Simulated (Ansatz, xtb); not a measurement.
Relative energy of two structures of ClHSi3

We compare a, a singlet given by its coordinates, with b, a singlet given by its coordinates. Both are isolated molecules in the gas phase, relaxed with PBE0-D3(BJ)/def2-SVP.

a (Å):

```xyz
5

Cl   -0.9162   -2.0457   -2.0579
Si   -1.3526    0.4807   -0.3550
Si   -0.0095   -0.2629    1.2727
Si    0.4134   -1.3563   -0.5836
H     1.7404   -1.7839   -1.1159
```

Close contacts (Å): Cl1–Si4 2.10, Si2–Si3 2.24, Si2–Si4 2.56, Si3–Si4 2.20, Si4–H5 1.49.

b (Å):

```xyz
5

Cl    1.7729   -0.5515   -1.5662
Si   -0.9220    0.1020    0.1598
Si    0.9237    1.2223   -0.7837
Si   -0.3653    0.1607    2.2657
H    -1.2019    1.3087    1.3296
```

Close contacts (Å): Cl1–Si3 2.12, Si2–Si3 2.36, Si2–Si4 2.18, Si2–H5 1.70, Si4–H5 1.70.

Problem. Estimate which is lower in electronic energy at CCSD(T)/def2-TZVP, and by roughly how much.

Solution. The CCSD(T)/def2-TZVP calculation puts structure a lower, by 48.5 kJ/mol.

How the difference moves with the method:

```
               level              geometry  E(b) − E(a) (kJ/mol)  departure from the last row (kJ/mol)  job, with rough time for the two
PBE0-D3(BJ)/def2-SVP  PBE0-D3(BJ)/def2-SVP                   +41.9                                  −6.6               optimisation, 3 min
        HF/def2-TZVP  PBE0-D3(BJ)/def2-SVP                   +37.4                                 −11.1           part of the CCSD(T) run
       MP2/def2-TZVP  PBE0-D3(BJ)/def2-SVP                   +68.5                                 +20.0           part of the CCSD(T) run
   CCSD(T)/def2-TZVP  PBE0-D3(BJ)/def2-SVP                   +48.5                                                   single point, 2.6 min
```

None of the levels shown reverses the order. The largest departure from CCSD(T)/def2-TZVP is that of MP2/def2-TZVP, 20.0 kJ/mol. Levels run at GFN2-xTB geometries aren't shown.

With harmonic frequencies from PBE0-D3(BJ)/def2-SVP (ideal gas, rigid rotor, one conformer each, 298.15 K, 1 atm): on the last row, ΔE + ΔZPE = +45.4, ΔH = +45.9, ΔG = +43.1 kJ/mol.

The T1 diagnostic of structures a and b is large, so the coupled-cluster value is less sure. The correlated steps freeze 20 core orbitals. Programs: Ansatz 0.2.0; the last row on 1 thread of AMD EPYC (Zen 3) on a shared host.
